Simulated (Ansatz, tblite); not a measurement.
Removing and adding an electron: B(SMe2)H3 (C2H9BS). Charge 0, multiplicity 1. Geometry: r2SCAN-D4/def2-SVP. Ansatz, gas phase; energy differences of separate SCF runs; the oxidised species was run as a doublet alone; the reduced species was run as a doublet alone.

| atom | x (Å) | y (Å) | z (Å) |
| --- | --- | --- | --- |
| B1 | 1.636 | -0.472 | 0.383 |
| S2 | 0.268 | 0.414 | -0.684 |
| C3 | -0.633 | 1.405 | 0.530 |
| C4 | -0.943 | -0.894 | -0.983 |
| H5 | -0.890 | 0.776 | 1.395 |
| H6 | -1.531 | 1.842 | 0.070 |
| H7 | 0.049 | 2.204 | 0.850 |
| H8 | -1.184 | -1.392 | -0.033 |
| H9 | -1.842 | -0.476 | -1.457 |
| H10 | -0.464 | -1.614 | -1.661 |
| H11 | 2.367 | 0.451 | 0.702 |
| H12 | 2.140 | -1.245 | -0.416 |
| H13 | 1.028 | -0.998 | 1.305 |

The xTB rows come from tblite. HOMO above LUMO, or a gap near zero within one spin, warns that the state may not be the lowest or that an electron is smeared out.

```csv
level,−HOMO (eV),vertical IE (eV),−LUMO (eV),vertical EA (eV),HOMO–LUMO gap (eV),IE − EA (eV),remarks
GFN2-xTB,10.37,13.40,5.71,2.79,4.66,10.61,–
PBE-D4/def2-TZVPD,6.59,–,0.79,-0.56,5.79,–,HOMO above zero (-1 doublet)
r2SCAN-D4/def2-TZVP,6.83,9.79,0.31,–,6.52,–,–
PBE0-D4/def2-TZVPD,7.84,–,0.08,-0.67,7.76,–,HOMO above zero (-1 doublet)
```

(1) Estimate the rows for GFN1-xTB, PBE-D4/def2-TZVP, r2SCAN-D4/def2-TZVPD, PBE0-D4/def2-TZVP.

Answers

(1) 
| level | −HOMO (eV) | vertical IE (eV) | −LUMO (eV) | vertical EA (eV) | HOMO–LUMO gap (eV) | IE − EA (eV) | remarks |
| --- | --- | --- | --- | --- | --- | --- | --- |
| GFN1-xTB | 11.14 | 14.59 | 6.25 | 2.82 | 4.88 | 11.77 | – |
| PBE-D4/def2-TZVP | 6.57 | 9.70 | 0.62 | – | 5.95 | – | gap within one spin near zero (+1 doublet) |
| r2SCAN-D4/def2-TZVPD | 6.84 | – | 0.42 | -0.74 | 6.43 | – | HOMO above zero (-1 doublet) |
| PBE0-D4/def2-TZVP | 7.83 | 9.95 | -0.39 | – | 8.21 | – | – |

   A HOMO above zero means that the electron is unbound at that level or that self-interaction error raises the level; the energy of removing that electron tells which. Raw xTB energy differences between charge states are shifted by several eV; the methods need an empirical correction for them. A negative affinity means that the extra electron isn't bound; its size then hangs on the basis.
